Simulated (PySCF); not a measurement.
# Spin-rotation constants: SMILES C=Cc1sccc1F, C$_{6}$H$_{5}$FS

Geometry (Å), atoms numbered from 1 in this order:
```xyz
13

C    -2.5032    0.2903   -0.0016
C    -1.5409   -0.4562   -0.5365
C    -0.1304   -0.3124   -0.2778
S     1.0046   -1.3735   -1.0570
C     2.3417   -0.6182   -0.2908
C     1.9588    0.3979    0.5247
C     0.5597    0.5629    0.5252
F    -0.0310    1.5151    1.2664
H    -3.5369    0.1193   -0.2459
H    -2.2974    1.0877    0.6900
H    -1.7877   -1.2503   -1.2292
H     3.3331   -0.9717   -0.4894
H     2.6251    1.0095    1.1042
```

Level of theory: GIAO HF/pcSseg-1 magnetisability, rotational g tensor and spin-rotation constants, non-relativistic, gas phase in PySCF 2.14.0. Geometry: GFN2-xTB.

(1) Give the nuclear spin-rotation constants along the inertial axes (H = +C I·J) beside the isotropic shieldings.

(2) How do the rotational constants and the g tensor change when H9, H10, H11, H12, H13 are replaced by deuterium?

## Answers

(1) Rotational constants 2.7610, 1.6902, 1.0484 GHz. A star marks the isotopologue with that one atom substituted, in its own axes.
```csv
atom,isotope,Caa (kHz),Cbb (kHz),Ccc (kHz),mean (kHz),σ (ppm)
F8,19F,2.656,1.676,0.042,1.458,355.4
H9,1H,0.042,-0.044,-0.120,-0.041,26.3
H10,1H,-0.236,0.138,-0.114,-0.070,25.6
H11,1H,-0.275,0.161,-0.118,-0.077,25.7
H12,1H,0.287,-0.173,-0.121,-0.002,24.9
H13,1H,-0.226,0.133,-0.114,-0.069,25.1
C1,13C*,0.918,0.732,0.117,0.589,67.4
C2,13C*,0.870,0.806,0.126,0.600,61.0
C3,13C*,1.186,0.590,0.141,0.639,61.6
S4,33S*,0.845,0.622,0.287,0.585,369.8
C5,13C*,1.314,0.581,0.120,0.671,55.8
C6,13C*,1.052,0.626,0.135,0.604,67.9
C7,13C*,1.264,0.592,0.249,0.702,31.2
```
For the geometry as given, no vibrational averaging.

(2) Constants 2.5864, 1.5058, 0.9517 GHz; g -0.0394, -0.0230, 0.0088, against -0.0413, -0.0263, 0.0096 before.
